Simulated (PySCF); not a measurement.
CdPb and its ions

PBE0; basis Cd def2-SVP with ECP28, Pb def2-SVP with ECP60; scalar-relativistic core potentials; PySCF 2.14. Neutral (UKS): triplet (π ↑↑), Re = 2.905 Å, ωe = 103 cm⁻¹, De = 0.55 eV, HOMO -4.61 eV, LUMO -2.77 eV.

CdPb⁺ (UKS): doublet (π ↑), Re = 3.015 Å, ωe = 100 cm⁻¹. The energies at the minima are -360.58719 hartree for CdPb and -360.35186 for CdPb⁺.

(1) Work out the adiabatic ionisation energy, without and with harmonic zero-point energies (1 hartree = 27.2114 eV, 1 eV = 8065.5 cm⁻¹), and the change of the bond length.

Spin–orbit coupling is left out, which matters for elements this heavy, above all for dissociation energies. States were picked by a PBE0 search and need not be the measured ground states.

Answers

(1) At PBE0: 0.23533 hartree = 6.404 eV between the minima; the zero-point term (100.0 − 103.0)/2 cm⁻¹ = -0.000 eV makes it 6.403 eV. Re changes by +11.0 pm against the neutral. The electron leaves a π orbital, and the longer bond of the ion fits a bonding orbital, or a change in how ionic the bond is.
